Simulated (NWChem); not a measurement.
Everything below was run with NWChem. System: HAl, charge 0, spin multiplicity 1, at a geometry optimised with PBE/def2-SVP. The structure started from a generated list of species. Level: TPSS/def2-TZVP.

Job file:

```
start mol
memory heap 200 mb stack 900 mb global 1100 mb
geometry units angstroms nocenter noautoz
  Al     0.000000     0.000000     0.120297
  H      0.000000     0.000000    -1.563858
  symmetry group C2v
end
basis spherical
  * library def2-tzvp
end
dft
  xc xtpss03 ctpss03
  semidirect memsize 60000000 filesize 0
  iterations 100
  grid fine
end
task dft energy
```

Part of the output:

```
             Northwest Computational Chemistry Package (NWChem) 7.3.0
             --------------------------------------------------------

                                NWChem Input Module
                                -------------------

 Scaling coordinates for geometry "geometry" by  1.889725989
 (inverse scale =  0.529177249)

 Turning off AUTOSYM since
 SYMMETRY directive was detected!

                             Geometry "geometry" -> ""
                             -------------------------

 Output coordinates in angstroms (scale by  1.889725989 to convert to a.u.)

  No.       Tag          Charge          X              Y              Z
 ---- ---------------- ---------- -------------- -------------- --------------
    1 Al                  13.0000     0.00000000     0.00000000     0.12029700
    2 H                    1.0000     0.00000000     0.00000000    -1.56385800

 Effective nuclear repulsion energy (a.u.)       4.0847215589

            Nuclear Dipole moment (a.u.)
            ----------------------------
        X                 Y               Z
 ---------------- ---------------- ----------------
     0.0000000000     0.0000000000     0.0000056692

      Symmetry information
      --------------------

 Group name             C2v
 Group number             16
 Group order               4
 No. of unique centers     2

      Symmetry unique atoms

     1    2


 Summary of "ao basis" -> "" (spherical)
 ------------------------------------------------------------------------------
       Tag                 Description            Shells   Functions and Types
 ---------------- ------------------------------  ------  ---------------------
 *                         def2-tzvp                  on all atoms

                                 NWChem DFT Module
                                 -----------------

 Summary of "ao basis" -> "ao basis" (spherical)
 ------------------------------------------------------------------------------
       Tag                 Description            Shells   Functions and Types
 ---------------- ------------------------------  ------  ---------------------
 Al                        def2-tzvp                13       37   5s5p2d1f
 H                         def2-tzvp                 4        6   3s1p

 Summary of "ao basis" -> "ao basis" (spherical)
 ------------------------------------------------------------------------------
       Tag                 Description            Shells   Functions and Types
 ---------------- ------------------------------  ------  ---------------------
 Al                        def2-tzvp                13       37   5s5p2d1f
 H                         def2-tzvp                 4        6   3s1p

      Symmetry analysis of basis
      --------------------------

        a1         20
        a2          3
        b1         10
        b2         10

            General Information
            -------------------
          SCF calculation type: DFT
          Wavefunction type:  closed shell.
          No. of atoms     :     2
          No. of electrons :    14
           Alpha electrons :     7
            Beta electrons :     7
          Charge           :     0
          Spin multiplicity:     1
          Use of symmetry is: on ; symmetry adaption is: on
          Maximum number of iterations: 100
          AO basis - number of functions:    43
                     number of shells:    17
          Convergence on energy requested:  1.00D-06
          Convergence on density requested:  1.00D-05
          Convergence on gradient requested:  5.00D-04

              XC Information
              --------------
                  TPSS metaGGA Exchange Functional  1.000
             TPSS03 metaGGA Correlation Functional  1.000

             Grid Information
             ----------------
          Grid used for XC integration:  fine
          Radial quadrature: Mura-Knowles
          Angular quadrature: Lebedev.
          Tag              B.-S. Rad. Rad. Pts. Rad. Cut. Ang. Pts.
          ---              ---------- --------- --------- ---------
          Al                  1.25      123           8.0       770
          H                   0.35       60           9.0       590
          Grid pruning is: on
          Number of quadrature shells:   183
          Spatial weights used:  Erf1

          Convergence Information
          -----------------------
          Convergence aids based upon iterative change in
          total energy or number of iterations.
          Levelshifting, if invoked, occurs when the
          HOMO/LUMO gap drops below (HL_TOL):  1.00D-02
          DIIS, if invoked, will attempt to extrapolate
          using up to (NFOCK): 10 stored Fock matrices.

                    Damping( 0%)  Levelshifting(0.5)       DIIS
                  --------------- ------------------- ---------------
          dE  on:    start            ASAP                start
          dE off:    2 iters        100 iters           100 iters

      Screening Tolerance Information
      -------------------------------
          Density screening/tol_rho:  1.00D-10
          AO Gaussian exp screening on grid/accAOfunc:  14
          CD Gaussian exp screening on grid/accCDfunc:  20
          XC Gaussian exp screening on grid/accXCfunc:  20
          Schwarz screening/accCoul:  1.00D-08

      Superposition of Atomic Density Guess
      -------------------------------------

 Sum of atomic energies:        -242.37463308

      Non-variational initial energy
      ------------------------------

 Total energy =    -242.267977
 1-e energy   =    -345.217270
 2-e energy   =      98.864571
 HOMO         =      -0.191730
 LUMO         =      -0.008972

      Symmetry analysis of molecular orbitals - initial
      -------------------------------------------------

 !! scf_movecs_sym_adapt:   26 vectors were symmetry contaminated

  Symmetry fudging

 !! scf_movecs_sym_adapt:   24 vectors were symmetry contaminated

  Numbering of irreducible representations:

     1 a1          2 a2          3 b1          4 b2

  Orbital symmetries:

     1 a1          2 a1          3 a1          4 b1          5 b2
     6 a1          7 a1          8 b2          9 b1         10 a1
    11 a1         12 b1         13 b2         14 a1         15 a2
    16 a1         17 b2

------------------------------------------------------------
EAF file 0: "./mol.aoints.0" size=524288 bytes
------------------------------------------------------------
               write      read    awrite     aread      wait
               -----      ----    ------     -----      ----
     calls:        1         0         0         0         0
   data(b): 5.24e+05  0.00e+00  0.00e+00  0.00e+00
   time(s): 0.00e+00  0.00e+00  0.00e+00  0.00e+00  0.00e+00
rate(mb/s): 0.00e+00  0.00e+00
------------------------------------------------------------

 !! scf_movecs_sym_adapt:   20 vectors were symmetry contaminated

  Symmetry fudging

 !! scf_movecs_sym_adapt:   20 vectors were symmetry contaminated

   convergence    iter        energy       DeltaE   RMS-Dens  Diis-err    time
 ---------------- ----- ----------------- --------- --------- ---------  ------
 d= 0,ls=0.0,diis     1   -242.9849426576 -2.47D+02  1.23D-02  1.86D-01     0.4

 !! scf_movecs_sym_adapt:   20 vectors were symmetry contaminated

  Symmetry fudging

 !! scf_movecs_sym_adapt:   20 vectors were symmetry contaminated

 d= 0,ls=0.0,diis     2   -242.9942686629 -9.33D-03  7.12D-03  1.14D-02     0.5

 !! scf_movecs_sym_adapt:   20 vectors were symmetry contaminated

  Symmetry fudging

 !! scf_movecs_sym_adapt:   20 vectors were symmetry contaminated

 d= 0,ls=0.0,diis     3   -242.9966067960 -2.34D-03  2.70D-03  5.20D-03     0.5

 !! scf_movecs_sym_adapt:   20 vectors were symmetry contaminated

  Symmetry fudging

 !! scf_movecs_sym_adapt:   20 vectors were symmetry contaminated

 d= 0,ls=0.0,diis     4   -242.9980299819 -1.42D-03  1.83D-04  2.93D-05     0.5

 !! scf_movecs_sym_adapt:   20 vectors were symmetry contaminated

  Symmetry fudging

 !! scf_movecs_sym_adapt:   20 vectors were symmetry contaminated

 d= 0,ls=0.0,diis     5   -242.9980335439 -3.56D-06  1.09D-05  1.07D-07     0.6

 !! scf_movecs_sym_adapt:   20 vectors were symmetry contaminated

  Symmetry fudging

 !! scf_movecs_sym_adapt:   20 vectors were symmetry contaminated

 d= 0,ls=0.0,diis     6   -242.9980335583 -1.44D-08  2.61D-06  4.63D-09     0.6

         Total DFT energy =     -242.998033558298
      One electron energy =     -345.570950789716
           Coulomb energy =      117.453544452905
    Exchange-Corr. energy =      -18.965348780368
 Nuclear repulsion energy =        4.084721558880

 Numeric. integr. density =       13.999999950076

     Total iterative time =      0.4s

                  Occupations of the irreducible representations
                  ----------------------------------------------

                     irrep           alpha         beta
                     --------     --------     --------
                     a1                5.0          5.0
                     a2                0.0          0.0
                     b1                1.0          1.0
                     b2                1.0          1.0

                       DFT Final Molecular Orbital Analysis
                       ------------------------------------

 Vector    5  Occ=2.000000D+00  E=-2.556629D+00  Symmetry=a1
              MO Center= -1.9D-17, -1.9D-17,  1.2D-01, r^2= 1.3D-01
   Bfn.  Coefficient  Atom+Function         Bfn.  Coefficient  Atom+Function
  ----- ------------  ---------------      ----- ------------  ---------------
     8      0.552300  1 Al pz                11      0.398526  1 Al pz
    14      0.204465  1 Al pz

 Vector    6  Occ=2.000000D+00  E=-3.310052D-01  Symmetry=a1
              MO Center=  1.8D-16, -1.2D-15, -7.0D-01, r^2= 1.8D+00
   Bfn.  Coefficient  Atom+Function         Bfn.  Coefficient  Atom+Function
  ----- ------------  ---------------      ----- ------------  ---------------
     4      0.559994  1 Al s                  3     -0.291423  1 Al s
     5      0.257049  1 Al s                 39      0.223628  2 H  s
    38      0.130274  2 H  s                 17     -0.121596  1 Al pz
    40      0.106304  2 H  s                  2      0.080239  1 Al s
     1      0.052685  1 Al s                  8      0.035811  1 Al pz

 Vector    7  Occ=2.000000D+00  E=-1.858053D-01  Symmetry=a1
              MO Center= -4.9D-15, -2.1D-15,  9.2D-02, r^2= 3.1D+00
   Bfn.  Coefficient  Atom+Function         Bfn.  Coefficient  Atom+Function
  ----- ------------  ---------------      ----- ------------  ---------------
     5      0.404734  1 Al s                  4      0.400202  1 Al s
    17      0.322653  1 Al pz                40     -0.238421  2 H  s
    39     -0.229279  2 H  s                 20      0.219747  1 Al pz
     3     -0.203086  1 Al s                 38     -0.122779  2 H  s
     8     -0.083052  1 Al pz                11     -0.067714  1 Al pz

 Vector    8  Occ=0.000000D+00  E=-9.002715D-02  Symmetry=b1
              MO Center= -1.5D-15,  5.1D-31,  1.2D-01, r^2= 3.8D+00
   Bfn.  Coefficient  Atom+Function         Bfn.  Coefficient  Atom+Function
  ----- ------------  ---------------      ----- ------------  ---------------
    18      0.618645  1 Al px                15      0.485334  1 Al px
     6     -0.113759  1 Al px                 9     -0.092766  1 Al px

 Vector    9  Occ=0.000000D+00  E=-9.002715D-02  Symmetry=b2
              MO Center=  1.3D-30, -2.6D-15,  1.2D-01, r^2= 3.8D+00
   Bfn.  Coefficient  Atom+Function         Bfn.  Coefficient  Atom+Function
  ----- ------------  ---------------      ----- ------------  ---------------
    19      0.618645  1 Al py                16      0.485334  1 Al py
     7     -0.113759  1 Al py                10     -0.092766  1 Al py

 Vector   10  Occ=0.000000D+00  E= 3.815652D-02  Symmetry=a1
              MO Center= -2.9D-15, -2.9D-16,  3.6D-01, r^2= 5.3D+00
   Bfn.  Coefficient  Atom+Function         Bfn.  Coefficient  Atom+Function
  ----- ------------  ---------------      ----- ------------  ---------------
    40      1.322088  2 H  s                 20      1.252357  1 Al pz
     5     -0.788240  1 Al s                 17      0.226214  1 Al pz
     4     -0.222876  1 Al s                 28      0.144698  1 Al d  0
    23      0.124307  1 Al d  0              38      0.109557  2 H  s
    39      0.104212  2 H  s                  3      0.096680  1 Al s

 center of mass
 --------------
 x =   0.00000000 y =   0.00000000 z =   0.11273144

 moments of inertia (a.u.)
 ------------------
           9.840577929039           0.000000000000           0.000000000000
           0.000000000000           9.840577929039           0.000000000000
           0.000000000000           0.000000000000           0.000000000000

     Multipole analysis of the density
     ---------------------------------

     L   x y z        total         alpha         beta         nuclear
     -   - - -        -----         -----         ----         -------
     0   0 0 0     -0.000000     -7.000000     -7.000000     14.000000

     1   1 0 0      0.000000      0.000000      0.000000      0.000000
     1   0 1 0      0.000000      0.000000      0.000000      0.000000
     1   0 0 1      0.046500      0.023247      0.023247      0.000006

     2   2 0 0     -9.163590     -4.581795     -4.581795      0.000000
     2   1 1 0     -0.000000     -0.000000     -0.000000      0.000000
     2   1 0 1     -0.000000     -0.000000     -0.000000      0.000000
     2   0 2 0     -9.163590     -4.581795     -4.581795      0.000000
     2   0 1 1     -0.000000     -0.000000     -0.000000      0.000000
     2   0 0 2    -14.795457    -12.100427    -12.100427      9.405396

 Task  times  cpu:        0.6s     wall:        0.6s

 Total times  cpu:        0.6s     wall:        0.6s
```
